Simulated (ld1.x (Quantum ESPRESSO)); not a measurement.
# u(r) = r·R(r): atom against pseudo-atom (cobalt (Co))

Columns: radius, all-electron u(r) and pseudo u(r) of the 4p shell (level -1.28 eV) of cobalt in the configuration [Ne] 3s2 3p6 3d7 4s2 4p0; PBE, scalar-relativistic, PAW scheme, ld1.x (Quantum ESPRESSO) 7.5.

| r (bohr) | all-electron | pseudo |
| --- | --- | --- |
| 0.098 | 0.0898 | -0.0292 |
| 0.195 | 0.0743 | -0.1084 |
| 0.292 | -0.0144 | -0.2173 |
| 0.390 | -0.1002 | -0.3301 |
| 0.488 | -0.1527 | -0.4177 |
| 0.585 | -0.1693 | -0.4592 |
| 0.682 | -0.1580 | -0.4473 |
| 0.780 | -0.1274 | -0.3853 |
| 0.878 | -0.0853 | -0.2880 |
| 0.975 | -0.0379 | -0.1764 |
| 1.072 | 0.0115 | -0.0683 |
| 1.170 | 0.0610 | 0.0248 |
| 1.268 | 0.1086 | 0.0971 |
| 1.365 | 0.1531 | 0.1512 |
| 1.463 | 0.1948 | 0.1948 |
| 1.560 | 0.2329 | 0.2329 |
| 1.658 | 0.2679 | 0.2679 |
| 1.755 | 0.2994 | 0.2994 |
| 1.852 | 0.3278 | 0.3278 |
| 1.950 | 0.3535 | 0.3535 |
| 2.047 | 0.3762 | 0.3762 |
| 2.145 | 0.3964 | 0.3964 |
| 2.242 | 0.4140 | 0.4140 |
| 2.340 | 0.4295 | 0.4295 |
| 2.438 | 0.4428 | 0.4428 |
| 2.535 | 0.4539 | 0.4539 |

(1) How many radial nodes do the two functions have?

(2) At about which radius was the pseudo-wave matched?

(3) Is the pseudo-wave norm-conserving?

Results:

(1) The all-electron 4p function has n − l − 1 = 2; the pseudo-wave has 1, since 1 lower shell of the same l stays in the valence.

(2) 1.55 bohr, where the columns begin to agree (steps of 0.10 bohr).

(3) No, it belongs to a PAW set: the norm inside the radius is not constrained, and the difference is carried by the augmentation charge.
